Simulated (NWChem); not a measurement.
System: silylphosphine (SiPH5); SMILES [SiH3]P

Program: NWChem. The geometry was optimised at B3LYP/6-31G* (spherical d). Solvent water, SMD (1 M gas to 1 M solution), gas-phase geometry. Reactions with the solvent are ignored.

```tsv
level	basis functions	solvation free energy (kcal/mol)	cavity-dispersion-structure term (kcal/mol)	dipole in solution (D)	relative time
PBE0/cc-pVDZ	61	1.5	3.0	1.18	1
PBE0/aug-cc-pVDZ	99	1.7	3.0	1.16	2
PBE0/cc-pVTZ	138	1.7	3.0	1.09	4
PBE0/aug-cc-pVTZ	215	1.7	3.0	1.11	5
```

The last column is a rough cost ratio, cheapest run = 1.
